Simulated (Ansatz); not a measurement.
`Cl[SiH2]I` + `[OH][GeH3]` → `Cl[SiH2][O][GeH3]` + HI  (ligand exchange at the Si–I bond)

Program: Ansatz. Geometries: PBE0-D4/def2-TZVP. ΔE: electronic, gas phase. CBS: MP2 limit from def2 TZ/QZ plus the TZ coupled-cluster correction, frozen cores. DFT in def2-TZVPP. HSE06 is defined as in plane-wave codes. def2 core potentials past Kr. For Ge, I outer-core shells are correlated without core-valence functions, which leaves a few kJ/mol of doubt a bond. Scalar relativity is left out up to krypton. Each species was taken in one conformer, which may not be the lowest.

| level | ΔE (kcal/mol) |
| --- | --- |
| HSE06-D4 | -7.0 |
| BHLYP | -11.5 |
| RPA@PBE/def2-TZVPP | -12.1 |
| HF/def2-QZVPP | -13.5 |

(1) What does CCSD(T)/CBS give? (Best estimate.)

(2) What do rigid-rotor, harmonic-oscillator terms from PBE0-D4/def2-TZVP frequencies (298.15 K, 1 bar) make of the CCSD(T)/CBS value? (Estimate.)

Largest T1 diagnostic among the species: 0.011.

Answers

(1) Ansatz gave: -9.2 kcal/mol. The listed levels differ from it by 2.2, -2.3, -2.9, -4.3 kcal/mol.

(2) Computed: ΔZPE = -2.3 kcal/mol, ΔH = -10.9 kcal/mol, ΔS = -8 J/(mol·K), ΔG = -10.3 kcal/mol. Modes under 50 cm⁻¹ make the entropy rough.

From BLYP to BHLYP (50 % exact exchange), in def2-TZVPP and without D4, ΔE moves by −2.4 kcal/mol. Leaving LDA and LC-ωPBE aside and taking each functional with its dispersion term where it has one, the values, not all of them listed here, spread over 6.0 kcal/mol, from CAM-B3LYP-D4 to PBE-D4. LDA lies −2.1 kcal/mol from PBE without D4.
